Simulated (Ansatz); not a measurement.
Program: Ansatz. Geometries: PBE0-D4/def2-TZVP. ΔE: electronic, gas phase. CBS: MP2 limit from def2 TZ/QZ plus the TZ coupled-cluster correction, frozen cores. This one scheme is used for every species. Functionals use def2-TZVPP. B3LYP here is the variant with VWN-RPA as its local correlation; programs differ in this. One conformer a species, not always the lowest.

Consider the cleavage of the Al–Si bond: `C[SiH](C)[AlH][Cl]` + `N=C=O` → `O=C=[N][AlH][Cl]` + `C[SiH2]C`.

CCSD(T)/CBS gives -149.5 kJ/mol.

Question: Another level gave -147.1 kJ/mol. Which?
A. PBE0/def2-TZVPP
B. PBE/def2-TZVPP
C. B3LYP/def2-TZVPP
D. r2SCAN-D4/def2-TZVPP

Answer: D. r2SCAN-D4 -147.1, B3LYP -153.6, PBE0 -136.8, PBE -126.7 kJ/mol.

Largest T1 diagnostic among the species: 0.018.

In def2-TZVPP, CCSD(T) changes the Hartree–Fock value by +28.8 kJ/mol (the triples alone add +4.5 kJ/mol) and MP2 by +19.4 kJ/mol. The D4 term adds +4.3 kJ/mol with B3LYP and +2.8 kJ/mol with PBE0; it sums over pairs of atoms, weighted by their polarisabilities, and B3LYP, whose exchange is more repulsive, gets the larger term. From PBE to PBE0 (25 % exact exchange), in def2-TZVPP and without D4, ΔE moves by −10.0 kJ/mol.
